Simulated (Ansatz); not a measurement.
C2H6ClFSSi2 (`C=C[SiH](F)S[SiH2]Cl`). Charge 0, multiplicity 1. The structure was optimised at the PBE0-D4/def2-TZVP level. It is one conformer, not always the lowest.

```xyz
13

C    -0.644    1.299    1.289
C     0.461    1.423    0.557
Si    0.609    0.857   -1.193
F     2.099    0.313   -1.397
S    -0.810   -0.647   -1.701
Si   -0.280   -2.116   -0.253
Cl   -1.684   -2.243    1.242
H    -0.703    1.672    2.307
H    -1.536    0.815    0.903
H     1.327    1.915    0.999
H     0.401    1.931   -2.190
H    -0.262   -3.429   -0.930
H     1.021   -1.790    0.368
```

Problem. What is the dipole moment at r2SCAN/def2-TZVPP? (Best estimate.)

Solution. The calculation gave: 1.31 D, with components (0.03, 0.91, 0.94) D in this frame, pointing from negative to positive charge.

Problem. And with PBE, B3LYP, ωB97M-V? (Best estimate.)

Solution. Computed: PBE 1.26 D, B3LYP 1.27 D, ωB97M-V 1.28 D.

Problem. Give the Mulliken charges with r2SCAN, B3LYP, PBE in def2-TZVPP. (Estimate.)

Solution. Ansatz gave: 
| atom | r2SCAN | B3LYP | PBE |
| --- | --- | --- | --- |
| C1 | -0.10 | -0.16 | -0.13 |
| C2 | -0.24 | -0.23 | -0.20 |
| Si3 | 0.68 | 0.65 | 0.54 |
| F4 | -0.32 | -0.32 | -0.27 |
| S5 | -0.32 | -0.31 | -0.26 |
| Si6 | 0.48 | 0.45 | 0.38 |
| Cl7 | -0.24 | -0.24 | -0.21 |
| H8 | 0.09 | 0.11 | 0.10 |
| H9 | 0.09 | 0.11 | 0.09 |
| H10 | 0.08 | 0.10 | 0.09 |
| H11 | -0.09 | -0.08 | -0.08 |
| H12 | -0.06 | -0.04 | -0.04 |
| H13 | -0.04 | -0.03 | -0.03 |

B3LYP here is the variant with VWN-RPA as its local correlation; programs differ in this.
